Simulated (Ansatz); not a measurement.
Cl₂H₂O₂Si₂. Charge 0, multiplicity 1.

```xyz
8

Cl   -1.529    2.028    1.159
Si   -0.070    1.180    0.046
O     0.816    0.027    0.861
Si    0.258   -1.139   -0.190
Cl   -0.881   -2.558    0.691
O    -0.619    0.016   -1.012
H     0.727    2.247   -0.571
H     1.299   -1.802   -0.985
```

Question: List the harmonic frequencies (cm⁻¹, unscaled) at PBE0-D4/def2-TZVP in Ansatz. (Estimate.)

Answer: Ansatz gave: 67, 176, 220, 239, 343, 544, 562, 658, 662, 705, 795, 839, 860, 866, 928, 934, 2316, 2320.

Question: Is this a minimum?

Answer: Yes, all 18 modes are real.

Question: Give the ideal-gas thermochemistry at 298.15 K and 1 bar (rigid rotor, harmonic oscillator; point group C2v, symmetry number 2).

Answer: Zero-point energy 84.0 kJ/mol; H(298) − E = 104.1 kJ/mol; entropy 349.8 J/(mol·K), of which translation 172.2, rotation 116.3, vibration 61.2; G(298) − E = -0.1 kJ/mol. Modes under 100 cm⁻¹ are hindered rotations or soft bends, so the harmonic entropy is rough.

Question: And at 400, 500, 600, 800 and 1000 K?

Answer: 
```tsv
T (K)	H − E (kJ/mol)	S (J/mol/K)	G − E (kJ/mol)
400	115.9	383.5	-37.5
500	128.9	412.6	-77.3
600	143.1	438.3	-119.9
800	173.4	481.9	-212.1
1000	205.6	517.8	-312.2
```

Question: Rotational constants (cm⁻¹)?

Answer: 0.1049, 0.03274, 0.02874.
